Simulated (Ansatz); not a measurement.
Consider the formal exchange of groups at the Si–O bond: `B[SiH2][SiH2]O` + SiH₄ → `B[SiH2][SiH2][SiH3]` + H₂O.

Computed with Ansatz on PBE0-D4/def2-TZVP structures; ΔE is electronic, products minus reactants. CBS: MP2 limit from def2 TZ/QZ plus the TZ coupled-cluster correction, frozen cores. This one scheme is used for every species. Functionals use def2-TZVPP. B3LYP here is the variant with VWN-RPA as its local correlation; programs differ in this. One conformer a species, not always the lowest.

CCSD(T)/CBS gives +15.6 kcal/mol.

Q: Another level gave +12.6 kcal/mol. Which?
A. r2SCANh/def2-TZVPP
B. PBE0-D4/def2-TZVPP
C. B3LYP/def2-TZVPP
D. BHLYP/def2-TZVPP

A: B. PBE0-D4 12.6, r2SCANh 16.2, B3LYP 18.9, BHLYP 20.4 kcal/mol.

Largest T1 diagnostic among the species: 0.014.

Leaving LDA and LC-ωPBE aside and taking each functional with its dispersion term where it has one, the values, not all of them listed here, spread over 7.0 kcal/mol, from revPBE-D4 to CAM-B3LYP-D4. From BLYP to BHLYP (50 % exact exchange), in def2-TZVPP and without D4, ΔE moves by +1.7 kcal/mol. The D4 term adds −2.1 kcal/mol with B3LYP and −1.2 kcal/mol with PBE0; it sums over pairs of atoms, weighted by their polarisabilities, and B3LYP, whose exchange is more repulsive, gets the larger term.
